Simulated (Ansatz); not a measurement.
A series at V: from `[NH]=[V]([F])([F])[F]`, ligands are replaced one by one, each step taking up HCl and setting free H–F; n counts the steps. Ansatz, PBE0-D4/def2-TZVP geometries. Each molecule was computed in one conformer, which needn't be the lowest.

```tsv
n	molecule	HOMO energy, ωB97M-V/def2-TZVPP (eV)
0	`[NH]=[V]([F])([F])[F]`	-12.01
1	`[NH]=[V]([F])([F])[Cl]`	-11.35
2	`[NH]=[V]([F])([Cl])[Cl]`	?
3	`[NH]=[V]([Cl])([Cl])[Cl]`	-11.10
```

By hand: fit a straight line y = ȳ + b (n − n̄) to the 3 given rows and predict n = 2.

n̄ = 1.333, ȳ = -11.487; Σ(n − n̄)(y − ȳ) = 1.297, Σ(n − n̄)² = 4.667, so b = 0.278 eV a step. Prediction: -11.487 + (0.278) × (0.667) = -11.30 eV.

By hand: compare with the computed value, -11.11 eV, and give the steps along the whole series.

The line misses by 0.19 eV (computed minus predicted). Steps: 0.66, 0.24, 0.01 eV.

One step carries most of the change, so a line is a poor guide. The highest orbital can change its character along such a series. The miss is 20.9 % of the series' range.
